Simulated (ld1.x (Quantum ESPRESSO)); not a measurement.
Which change was made? (K, PAW)

```json
{
 "Element": "K (Z = 19)",
 "Generator": "ld1.x (Quantum ESPRESSO) 7.5",
 "Type": "PAW",
 "Functional": "revPBE",
 "Relativity": "scalar-relativistic",
 "Frozen core": "[Ne]",
 "Valence charge": "9",
 "Reference configuration": "3s2 3p6 4s0.5 4p0.5",
 "Partial waves": "3s (bound): rcut 1.80, rcutus 2.05 bohr; 4s (bound): rcut 1.80, rcutus 2.05 bohr; 3p (bound): rcut 2.10, rcutus 2.50 bohr; 4p (bound): rcut 2.10, rcutus 2.50 bohr; 3d channel at 0.05 Ry: rcut 1.75, rcutus 2.30 bohr; 3d channel at 1.3 Ry: rcut 1.75, rcutus 2.30 bohr",
 "Local potential": "all-electron potential smoothed inside 1.90 bohr (lloc = -2)",
 "Core correction": "a·sin(br)/r model core inside 1.75 bohr",
 "Augmentation charge": "PSQ, inside the norm-conserving radii"
}
```

Cutoffs, loose and tight: the cutoffs (Ry, on a coarse ladder) from which the occupation-weighted sum of valence levels, in a spherical-Bessel basis at the reference potential, stays within 10 and 1 mRy of its value at 400 Ry. They do not see the model core or the augmentation charge, which bear on the density cutoff. Test errors are all-electron minus pseudo excitation energies from the reference, over the configurations 3s2 3p6 4s1 4p0; 3s2 3p6 4s0 4p0; 3s2 3p6 4s0.5 4p0; 3s2 3p6 4s0 4p1; 3s1 3p6 4s1 4p0; 3s2 3p5 4s1 4p0; variants that change the core or the reference have their own tests. The largest error is taken over the tests solved by every variant that gives reliable tests at all, those not shown here included: 3s2 3p6 4s0 4p0; 3s2 3p6 4s0 4p1; 3s2 3p6 4s0.5 4p0; 3s2 3p6 4s1 4p0.

The base gives: outcome: generated; cutoff, loose: 15 Ry; cutoff, tight: 25 Ry; bound ghosts: none; largest test error (meV): -0.1.

After one change the result is: outcome: generated; cutoff, loose: 21 Ry; cutoff, tight: 35 Ry; bound ghosts: none; largest test error (meV): -0.1. Which change was it?
A. all radii but the core radius scaled by about 0.83 (s 1.70, p 2.06, d 1.90 bohr, rcut 1.48/1.74/1.44); local potential all-electron potential smoothed inside 1.56 bohr (lloc = -2)
B. all radii but the core radius scaled by about 1.11 (s 2.28, p 2.78, d 2.56 bohr, rcut 2.00/2.34/1.94); local potential all-electron potential smoothed inside 2.10 bohr (lloc = -2)
C. all radii but the core radius scaled by about 1.36 (s 2.80, p 3.40, d 3.14 bohr, rcut 2.46/2.86/2.38); local potential all-electron potential smoothed inside 2.58 bohr (lloc = -2)
D. all radii but the core radius scaled by about 0.74 (s 1.52, p 1.86, d 1.72 bohr, rcut 1.34/1.56/1.30); local potential all-electron potential smoothed inside 1.42 bohr (lloc = -2)

D. The others give: all radii but the core radius scaled by about 1.11 (s 2.28, p 2.78, d 2.56 bohr, rcut 2.00/2.34/1.94); local potential all-electron potential smoothed inside 2.10 bohr (lloc = -2) → outcome: generated; cutoff, loose: 12 Ry; cutoff, tight: 18 Ry; bound ghosts: none; largest test error (meV): -0.1 | all radii but the core radius scaled by about 1.36 (s 2.80, p 3.40, d 3.14 bohr, rcut 2.46/2.86/2.38); local potential all-electron potential smoothed inside 2.58 bohr (lloc = -2) → outcome: generated; cutoff, loose: 10 Ry; cutoff, tight: 12 Ry; bound ghosts: none; largest test error (meV): +0.5 | all radii but the core radius scaled by about 0.83 (s 1.70, p 2.06, d 1.90 bohr, rcut 1.48/1.74/1.44); local potential all-electron potential smoothed inside 1.56 bohr (lloc = -2) → outcome: generated; cutoff, loose: 18 Ry; cutoff, tight: 30 Ry; bound ghosts: none; largest test error (meV): -0.1.
